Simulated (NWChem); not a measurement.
All runs are NWChem calculations. System: HCl$_{3}$Si, charge 0, spin multiplicity 1, at a geometry optimised with B3LYP/def2-SVP. The structure started from a generated list of species. Level: EOM-CCSD/def2-SVP, 20 core orbitals frozen.

Part of the output:

```
             Northwest Computational Chemistry Package (NWChem) 7.3.0
             --------------------------------------------------------

                                NWChem Input Module
                                -------------------

 Scaling coordinates for geometry "geometry" by  1.889725989
 (inverse scale =  0.529177249)

 Turning off AUTOSYM since
 SYMMETRY directive was detected!

                             Geometry "geometry" -> ""
                             -------------------------

 Output coordinates in angstroms (scale by  1.889725989 to convert to a.u.)

  No.       Tag          Charge          X              Y              Z
 ---- ---------------- ---------- -------------- -------------- --------------
    1 Si                  14.0000     0.03249300     0.50697400     0.00000000
    2 Cl                  17.0000    -0.97933700    -0.11593000     1.67994700
    3 Cl                  17.0000    -0.97933700    -0.11593000    -1.67994700
    4 Cl                  17.0000     1.92445400    -0.30205300     0.00000000
    5 H                    1.0000     0.12682900     1.97888800     0.00000000

 Effective nuclear repulsion energy (a.u.)     334.4877882287

            Nuclear Dipole moment (a.u.)
            ----------------------------
        X                 Y               Z
 ---------------- ---------------- ----------------
    -0.0000170075     0.0000056692     0.0000000000

      Symmetry information
      --------------------

 Group name             Cs
 Group number              2
 Group order               2
 No. of unique centers     4

      Symmetry unique atoms

     1    2    4    5


 Summary of "ao basis" -> "" (spherical)
 ------------------------------------------------------------------------------
       Tag                 Description            Shells   Functions and Types
 ---------------- ------------------------------  ------  ---------------------
 *                          def2-svp                  on all atoms

 Summary of "ao basis" -> "ao basis" (spherical)
 ------------------------------------------------------------------------------
       Tag                 Description            Shells   Functions and Types
 ---------------- ------------------------------  ------  ---------------------
 Si                         def2-svp                 8       18   4s3p1d
 Cl                         def2-svp                 8       18   4s3p1d
 H                          def2-svp                 3        5   2s1p

                                 NWChem SCF Module
                                 -----------------

  ao basis        = "ao basis"
  functions       =    77
  atoms           =     5
  closed shells   =    33
  open shells     =     0
  charge          =   0.00
  wavefunction    = RHF
  use symmetry    = T
  symmetry adapt  = T

 Summary of "ao basis" -> "ao basis" (spherical)
 ------------------------------------------------------------------------------
       Tag                 Description            Shells   Functions and Types
 ---------------- ------------------------------  ------  ---------------------
 Si                         def2-svp                 8       18   4s3p1d
 Cl                         def2-svp                 8       18   4s3p1d
 H                          def2-svp                 3        5   2s1p

      Symmetry analysis of basis
      --------------------------

        a'         48
        a"         29

 Forming initial guess at       0.0s

      Superposition of Atomic Density Guess
      -------------------------------------

 Sum of atomic energies:       -1667.20838094

      Non-variational initial energy
      ------------------------------

 Total energy =   -1668.077252
 1-e energy   =   -2973.455214
 2-e energy   =     970.890174
 HOMO         =      -0.394537
 LUMO         =       0.072464

      Symmetry analysis of molecular orbitals - initial
      -------------------------------------------------

  Numbering of irreducible representations:

     1 a'          2 a"

  Orbital symmetries:

     1 a'          2 a"          3 a'          4 a'          5 a'
     6 a"          7 a'          8 a'          9 a"         10 a'
[...]
    36a"  (alpha) ---    28a"  (alpha)       -0.1376391241
    36a"  (alpha) ---    30a"  (alpha)        0.2152645199

 Doubles contributions

 =========================================
 Excited-state calculation ( a"  symmetry)
 =========================================
 Dim. of EOMCC iter. space      500

 EOMCCSD SOLVER TYPE  1
  maxdiff =   0.62402621849332152

 No. of initial right vectors    2

 EOM-CCSD right-hand side iterations
 --------------------------------------------------------------
      Residuum       Omega / hartree  Omega / eV    Cpu    Wall
 --------------------------------------------------------------

 Iteration   1 using    2 trial vectors
   0.6223884943885   0.4636849868143   12.61752
   0.5734094260764   0.4850889248574   13.19995     0.5     0.5

 Iteration   2 using    4 trial vectors
   0.1248002560439   0.3314000661618    9.01786
   0.1145460631351   0.3603324649121    9.80515     0.4     0.4

 Iteration   3 using    6 trial vectors
   0.0488998945062   0.3249883368235    8.84339
   0.0531454617303   0.3534671158272    9.61833     0.4     0.4

 Iteration   4 using    8 trial vectors
   0.0395717178048   0.3220707527153    8.76399
   0.0410061901847   0.3501869747217    9.52908     0.4     0.4

 Iteration   5 using   10 trial vectors
   0.0364063266326   0.3191421993733    8.68430
   0.0394303897052   0.3469533328681    9.44108     0.4     0.4

 Iteration   6 using   12 trial vectors
   0.0199419130166   0.3182442364039    8.65987
   0.0313515029537   0.3451375360074    9.39167     0.4     0.4

 Iteration   7 using   14 trial vectors
   0.0110256583518   0.3178778146615    8.64990
   0.0328174030635   0.3439418588881    9.35914     0.4     0.4

 Iteration   8 using   16 trial vectors
   0.0074635257725   0.3178577886178    8.64935
   0.0307761546582   0.3427346797796    9.32629     0.4     0.4

 Iteration   9 using   18 trial vectors
   0.0061196272959   0.3178295112692    8.64858
   0.0270387243551   0.3415239772117    9.29334     0.5     0.5

 Iteration  10 using   20 trial vectors
   0.0042060213074   0.3177592713832    8.64667
   0.0171659553575   0.3408257440425    9.27434     0.5     0.5

 Iteration  11 using   22 trial vectors
   0.0023554254446   0.3177531534121    8.64651
   0.0114648236453   0.3406141081610    9.26859     0.5     0.5

 Iteration  12 using   24 trial vectors
   0.0016165562901   0.3177427904973    8.64622
   0.0125420128828   0.3403288838780    9.26082     0.5     0.5

 Iteration  13 using   26 trial vectors
   0.0011536109383   0.3177382326488    8.64610
   0.0141421609625   0.3401274259458    9.25534     0.5     0.5

 Iteration  14 using   28 trial vectors
   0.0006206671859   0.3177361459367    8.64604
   0.0125229716343   0.3397708556397    9.24564     0.5     0.5

 Iteration  15 using   30 trial vectors
   0.0004440820382   0.3177382648406    8.64610
   0.0154438799491   0.3396276605501    9.24174     0.5     0.5

 Iteration  16 using   32 trial vectors
   0.0003876417474   0.3177410286457    8.64618
   0.0258812714521   0.3392046889965    9.23023     0.5     0.5

 Iteration  17 using   34 trial vectors
   0.0002232714270   0.3177374999629    8.64608
   0.0432144464414   0.3369213625910    9.16810     0.5     0.5

 Iteration  18 using   36 trial vectors
   0.0000953396321   0.3177379736180    8.64609
   0.0512577386011   0.3341423783216    9.09248     0.6     0.6

 Iteration  19 using   38 trial vectors
   0.0000494603879   0.3177379404409    8.64609
   0.0466455494198   0.3306508159432    8.99747     0.5     0.5

 Iteration  20 using   40 trial vectors
   0.0000294423828   0.3177377671402    8.64609
   0.0312360022434   0.3285957965388    8.94155     0.6     0.6

 Iteration  21 using   42 trial vectors
   0.0000162041178   0.3177379845995    8.64609
   0.0179092649513   0.3278643218385    8.92165     0.6     0.6

 Iteration  22 using   44 trial vectors
   0.0000064179058   0.3177379516722    8.64609
   0.0112122092102   0.3275618302865    8.91341     0.6     0.6

 Iteration  23 using   45 trial vectors
   0.0000064178949   0.3177379516726    8.64609
   0.0068048407320   0.3274413098606    8.91014     0.4     0.4

 Iteration  24 using   46 trial vectors
   0.0000064178845   0.3177379516742    8.64609
   0.0037842826175   0.3274225827949    8.90963     0.4     0.4

 Iteration  25 using   47 trial vectors
   0.0000064178838   0.3177379516742    8.64609
   0.0026171139000   0.3274060509932    8.90918     0.4     0.4

 Iteration  26 using   48 trial vectors
   0.0000064178844   0.3177379516742    8.64609
   0.0021718424402   0.3273972310538    8.90894     0.4     0.4

 Iteration  27 using   49 trial vectors
   0.0000064178805   0.3177379516751    8.64609
   0.0014608393204   0.3273957885828    8.90890     0.4     0.4

 Iteration  28 using   50 trial vectors
   0.0000064178808   0.3177379516749    8.64609
   0.0010597086118   0.3273918400003    8.90879     0.4     0.4

 Iteration  29 using   51 trial vectors
   0.0000064178786   0.3177379516751    8.64609
   0.0010200483036   0.3273893741945    8.90872     0.4     0.4

 Iteration  30 using   52 trial vectors
   0.0000064178786   0.3177379516754    8.64609
   0.0008880090019   0.3273887717416    8.90871     0.4     0.4

 Iteration  31 using   53 trial vectors
   0.0000064178775   0.3177379516761    8.64609
   0.0005735029678   0.3273884777745    8.90870     0.4     0.4

 Iteration  32 using   54 trial vectors
   0.0000064178773   0.3177379516758    8.64609
   0.0002747784238   0.3273878429300    8.90868     0.4     0.4

 Iteration  33 using   55 trial vectors
   0.0000064178759   0.3177379516749    8.64609
   0.0001313983623   0.3273883030736    8.90869     0.4     0.4

 Iteration  34 using   56 trial vectors
   0.0000064178760   0.3177379516750    8.64609
   0.0000751817844   0.3273881255865    8.90869     0.4     0.4

 Iteration  35 using   57 trial vectors
   0.0000064178758   0.3177379516751    8.64609
   0.0000497180386   0.3273880801763    8.90869     0.4     0.4

 Iteration  36 using   58 trial vectors
   0.0000064178757   0.3177379516750    8.64609
   0.0000292592256   0.3273881419350    8.90869     0.4     0.4

 Iteration  37 using   59 trial vectors
   0.0000064178757   0.3177379516750    8.64609
   0.0000152393556   0.3273880091971    8.90868     0.4     0.4

 Iteration  38 using   60 trial vectors
   0.0000064178756   0.3177379516749    8.64609
   0.0000086144079   0.3273880462946    8.90869     0.4     0.4
 --------------------------------------------------------------
 Iterations converged
 ------------------

 Excited state root  1
 Excitation energy / hartree =        0.317737951674942
                   / eV      =        8.646093259029497
 largest EOMCCSD amplitudes: R1 and R2

 Singles contributions
    34a'  (alpha) ---    33a"  (alpha)       -0.8565164438
    35a'  (alpha) ---    28a"  (alpha)       -0.1834508572
    35a'  (alpha) ---    30a"  (alpha)       -0.1518599055
    36a"  (alpha) ---    29a'  (alpha)        0.1834439699
    36a"  (alpha) ---    31a'  (alpha)        0.1518559268

 Doubles contributions
 ------------------

 Excited state root  2
 Excitation energy / hartree =        0.327388046294552
                   / eV      =        8.908685806126199
 largest EOMCCSD amplitudes: R1 and R2

 Singles contributions
    34a'  (alpha) ---    28a"  (alpha)        0.1566222399
    34a'  (alpha) ---    30a"  (alpha)       -0.7125504789
    35a'  (alpha) ---    28a"  (alpha)       -0.1376766126
    35a'  (alpha) ---    30a"  (alpha)        0.1333989163
    36a"  (alpha) ---    29a'  (alpha)       -0.1376699160
    36a"  (alpha) ---    31a'  (alpha)        0.1333363327
    36a"  (alpha) ---    32a'  (alpha)       -0.4888709095

 Doubles contributions

 Task  times  cpu:       39.3s     wall:       39.3s

 Total times  cpu:       39.3s     wall:       39.3s
```

Q: Write an NWChem input that would produce this output.

A: Several could match; the one computed here: 
```
start mol
memory heap 100 mb stack 700 mb global 1900 mb
geometry units angstroms nocenter noautoz
  Si     0.032493     0.506974     0.000000
  Cl    -0.979337    -0.115930     1.679947
  Cl    -0.979337    -0.115930    -1.679947
  Cl     1.924454    -0.302053     0.000000
  H      0.126829     1.978888     0.000000
  symmetry group Cs
end
basis spherical
  * library def2-svp
end
scf
  rhf
  nopen 0
  maxiter 100
  thresh 1e-7
  semidirect memsize 60000000 filesize 0
end
tce
  freeze core 20
  ccsd
  nroots 2
  2eorb
  2emet 13
  thresh 1e-5
  maxiter 200
  tilesize 24
end
task tce energy
```
